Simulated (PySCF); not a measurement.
# How methods differ on the ionisation energy of Ir

Ir [Xe] 4f14 5d7 6s2 [5d3/2^4 5d5/2^3, M_J = 9/2] → Ir⁺ [Xe] 4f14 5d7 6s1 [5d3/2^4 5d5/2^3 6s1/2^1, M_J = 5], as a difference of total energies. Calculation: PySCF 2.14, in x2c-TZVPall-2c; the two-component X2C-1e Hamiltonian. Correlated levels: [Kr] 4d10 4f14 frozen; the 34 highest virtual spinors dropped. "Screened" scales the spin-orbit matrix elements by Boettger's factors to mimic the two-electron term; Breit and QED terms are absent.

```
                    method  ionisation energy (eV)  error (eV)
           GHF (spin-free)                   7.068      -1.899
          GMP2 (spin-free)                   8.640      -0.327
 GHF (screened spin-orbit)                   7.067      -1.900
GMP2 (screened spin-orbit)                   8.660      -0.307
```

Reference: 8.967 eV (measured; NIST Atomic Spectra Database, ionization energies).

The spin-free rows relax to the high-spin LS determinant and lack the spin-orbit shift.

Errors of the correlated levels include the incompleteness of this basis and the frozen core.

The labels give the starting determinants; with spin-orbit coupling the two ends relaxed to ⟨J²⟩ = 24.77, ⟨L²⟩ = 13.02, ⟨S²⟩ = 3.60 and ⟨J²⟩ = 30.01, ⟨L²⟩ = 12.79, ⟨S²⟩ = 5.84.

MP2 underrates the near-degeneracy of ns² with np² in the lower species.
